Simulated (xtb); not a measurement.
H3NSSe, SMILES N[Se]S. All values are semi-empirical tight-binding results from xtb (GFN2-xTB unless named), good for trends rather than for accurate numbers. Geometry optimised at GFN2-xTB. Other conformers were not sampled.

orbital gap: 3.64 eV
zero-point energy: 20.9 kcal/mol
G − E(el) at 298.15 K (modified RRHO): 2.7 kcal/mol
static polarisability (D4 model): 60.4 bohr³
solvation energy, GFN2-xTB/ALPB(water): -3.6 kcal/mol
solvation energy, GFN2-xTB/ALPB(toluene): -4.1 kcal/mol
